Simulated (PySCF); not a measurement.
Isomers of C7H10N2O, mass 138.079 u with the commonest isotopes. Method: PBE0/pcSseg-1 in PySCF (dipole) on a GFN2-xTB geometry, gas phase. One conformer each, none proved a minimum here; rigid rotors.

Question: Order these by dipole moment, smallest first.
A. `[CH3:1][CH:2]([CH3:3])[O:4][c:5]1[cH:6][cH:7][n:8][n:9][cH:10]1` with C1–C2–O4–C5 160°, C2–O4–C5–C6 179°
B. `[CH2:1]=[CH:2][n:3]1[n:4][cH:5][c:6]([O:7][CH3:8])[c:9]1[CH3:10]` with C1–C2–N3–N4 0°, C5–C6–O7–C8 0°
C. `[CH3:1][CH2:2][c:3]1[cH:4][c:5]([CH:6]=[O:7])[n:8][n:9]1[CH3:10]` with C1–C2–C3–C4 1°, C4–C5–C6–O7 0°

Answer: B (1.59 D), A (4.90 D), C (6.01 D).

Question: Order these by rotational constant A, smallest first.
A. `[CH3:1][CH2:2][c:3]1[cH:4][c:5]([CH:6]=[O:7])[n:8][n:9]1[CH3:10]` with C1–C2–C3–C4 1°, C4–C5–C6–O7 0°
B. `[CH3:1][C:2](=[O:3])[c:4]1[cH:5][n:6]([CH3:7])[n:8][c:9]1[CH3:10]` with C1–C2–C4–C5 0°
C. `[CH2:1]=[CH:2][n:3]1[n:4][cH:5][c:6]([O:7][CH3:8])[c:9]1[CH3:10]` with C1–C2–N3–N4 0°, C5–C6–O7–C8 0°
D. `[CH3:1][CH:2]([CH3:3])[O:4][c:5]1[cH:6][cH:7][n:8][n:9][cH:10]1` with C1–C2–O4–C5 160°, C2–O4–C5–C6 179°

Answer: A (2083 MHz), B (2256 MHz), C (3069 MHz), D (3484 MHz).

Question: Order these by rotational constant C, smallest first.
A. `[CH3:1][C:2](=[O:3])[c:4]1[cH:5][n:6]([CH3:7])[n:8][c:9]1[CH3:10]` with C1–C2–C4–C5 0°
B. `[CH3:1][CH2:2][c:3]1[cH:4][c:5]([CH:6]=[O:7])[n:8][n:9]1[CH3:10]` with C1–C2–C3–C4 1°, C4–C5–C6–O7 0°
C. `[CH2:1]=[CH:2][n:3]1[n:4][cH:5][c:6]([O:7][CH3:8])[c:9]1[CH3:10]` with C1–C2–N3–N4 0°, C5–C6–O7–C8 0°

Answer: B (661.3 MHz), C (696.4 MHz), A (726.5 MHz).

```json
{"SMILES": "C=Cn1ncc(OC)c1C", "point group": "Cs", "Ia (u·Å²)": "164.69", "Ib (u·Å²)": "567.35", "Ic (u·Å²)": "725.68", "κ": "-0.84", "μa (D)": "1.02", "μb (D)": "1.22", "μc (D)": "0.01"}
{"SMILES": "CC(C)Oc1ccnnc1", "point group": "C1", "Ia (u·Å²)": "145.07", "Ib (u·Å²)": "652.27", "Ic (u·Å²)": "734.22", "κ": "-0.94", "μa (D)": "4.61", "μb (D)": "1.61", "μc (D)": "0.40"}
{"SMILES": "CC(=O)c1cn(C)nc1C", "point group": "–", "Ia (u·Å²)": "224.00", "Ib (u·Å²)": "481.10", "Ic (u·Å²)": "695.65", "κ": "-0.58", "μa (D)": "3.21", "μb (D)": "3.79", "μc (D)": "0.02"}
{"SMILES": "CCc1cc(C=O)nn1C", "point group": "Cs", "Ia (u·Å²)": "242.60", "Ib (u·Å²)": "531.05", "Ic (u·Å²)": "764.18", "κ": "-0.59", "μa (D)": "5.77", "μb (D)": "1.68", "μc (D)": "0.01"}
```
